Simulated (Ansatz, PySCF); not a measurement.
Reaction (SMILES): C=C (C2H4) -> [CH]=C + H atom (the C-H bond at the site shown breaks; other sites are not compared here)
Geometries: B3LYP-D3(BJ)/def2-TZVP minima from Ansatz (a quantum-chemistry and plane-wave program). Markedly spin-contaminated UHF reference, which strains HF, MP2 and, less, CCSD(T): [CH]=C.

Quantity: bond dissociation energy (0 K, with B3LYP-D3(BJ) harmonic zero-point energies from PySCF), in kJ/mol. Cores are frozen in the correlated levels unless marked. Open shells are spin-unrestricted. No spin-orbit coupling. No relativistic terms. Basis-set limits of correlation are two-point, X^-3; Hartree-Fock from the larger set.

CCSD(T)/CBS(cc-pVTZ,cc-pVQZ) (Ansatz) gives 457.4 kJ/mol.

Another calculation gave 484.6 kJ/mol. Which level was it?
(A) HF/def2-TZVPD (PySCF)
(B) SVWN5/def2-TZVPD (Ansatz)
(C) r2SCAN0/def2-TZVPD (Ansatz)
(D) TPSS/def2-TZVPD (PySCF)

B, SVWN5/def2-TZVPD (Ansatz). The others give 444.3 (TPSS), 432.6 (r2SCAN0), 340.5 (HF) kJ/mol.
